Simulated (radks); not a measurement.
The numbers below are computed, except where a source is named.
Nd44+, 16 electrons, occupied as [Ne] 3s2 3p4.

Code: a radial shooting solver on a logarithmic mesh with Libxc functionals. Model: Dirac Kohn-Sham, PBEsol, spin-unpolarised, spherical densities, finite nucleus; open shells fill j = l - 1/2 first; Fermi nuclear charge, rms radius 4.9123 fm.

Energy parts (Ry):
total: -15717.7695
kinetic: 17191.4117
electron-nucleus: -34660.6684
Hartree: 2002.4528
exchange-correlation: -250.9657

Orbitals (lengths in bohr, moments of r in powers of bohr; r(90%) holds 90 % of the orbital's charge):
orbital  occ.  eigenvalue (Ry)      <r>  r(90%)
1s1/2       2        -3391.529  0.02363  0.0426
2s1/2       2        -713.4295  0.09932   0.154
2p1/2       2        -688.1073  0.08318   0.136
2p3/2       4        -649.0270  0.08935   0.145
3s1/2       2        -277.9413   0.2427   0.353
3p1/2       2        -268.5840   0.2298   0.342
3p3/2       2        -258.7556   0.2392   0.354

The highest occupied level is 3p3/2 at -3520.5 eV. For comparison, the ionisation energy in NIST's Atomic Spectra Database is 3567 eV (theoretical). In exact Kohn-Sham theory the highest level is minus the ionisation energy, but local and semilocal functionals leave it too shallow, through self-interaction and a potential that decays too fast; potentials with the right tail come closer.

Beside tabulated values, note that spin-unpolarised runs miss the spin-polarisation part of the exchange energy of open shells.
